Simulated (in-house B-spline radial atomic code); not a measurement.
Configurations of Ne⁶⁺, with energies counted from [He] 2s2. All numbers are computed (Dirac-Hartree-Fock, average of configuration; Fermi nucleus of rms radius 3.0055 fm) with a radial B-spline atomic code at the basis-set limit, not measured. Energies include first-order Breit, QED and recoil terms.

```
    configuration  E - E(ref) (eV)  highest orbital  its <r> (bohr)
[He] 2s1 (4p3/2)1           160.15            4p3/2           3.135
[He] 2s1 (4d5/2)1           161.52            4d5/2           2.949
[He] 2s1 (4f5/2)1           162.06            4f5/2           2.564
[He] 2s1 (5d5/2)1           176.81            5d5/2           4.865
[He] 2s1 (5g9/2)1           177.12            5g9/2           3.928
[He] 2s1 (6p3/2)1            184.7            6p3/2           7.346
```

(1) Order these further configurations by energy, lowest first.
A. [He] 2s1 (3d5/2)1
B. [He] 2s1 (6d5/2)1
C. [He] 2s1 (5f5/2)1
D. [He] 2s1 (6g9/2)1
E. [He] 2s1 (3p3/2)1

(2) How far above the reference does [He] 2s1 (5p3/2)1 lie?

Answers

(1) E (124.8 eV), A (128.32 eV), C (177.08 eV), B (185.09 eV), D (185.27 eV).

(2) 176.13 eV; its least bound orbital is 5p3/2 with <r> = 5.026 bohr.
